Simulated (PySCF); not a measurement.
## Working with the constants of LiAs⁺

UHF-CCSD(T) constants of LiAs⁺, ⁴Σ⁻ (quartet), unpaired electrons σ ↑, π ↑↑ (basis Li pcseg-1, As pcseg-1; no relativity; PySCF 2.14; masses 7.0160 and 74.9216 u):

```
ωe              : 215.3 cm⁻¹
ωexe            : 3.95 cm⁻¹
Be              : 0.32703 cm⁻¹
αe              : 0.00732 cm⁻¹
D (centrifugal) : 3.02e-06 cm⁻¹
De to Li⁺ + As  : 0.359 eV
```

Question: Give the vibrational terms G(v) and spacings up to v = 6.

Answer: G(v) = ωe(v+½) − ωexe(v+½)².

```tsv
v	G(v) (cm⁻¹)	G(v) − G(v−1)	Bv (cm⁻¹)
0	106.7		0.3234
1	314.1	207.4	0.3160
2	513.6	199.5	0.3087
3	705.2	191.6	0.3014
4	888.9	183.7	0.2941
5	1064.7	175.8	0.2868
6	1232.6	167.9	0.2794
```

Question: How well does the Morse estimate ωe²/(4ωexe) reproduce De, and what is D0?

Answer: It gives 0.364 eV, 101 % of the computed De. D0 = De − G(0) = 0.359 − 0.013 = 0.346 eV.

Correlated steps freeze 9 core orbitals. The bond is weak. Basis-set superposition, not corrected here, can be much of De in a small basis, most of all at correlated wavefunction levels. Spin–orbit coupling is left out. For an ion De counts to the pair picked by the measured ionisation energies or electron affinities, which need not be the lowest pair at this level. The state is the lowest determinant that a PBE0 search found; another state may lie lower at other levels.
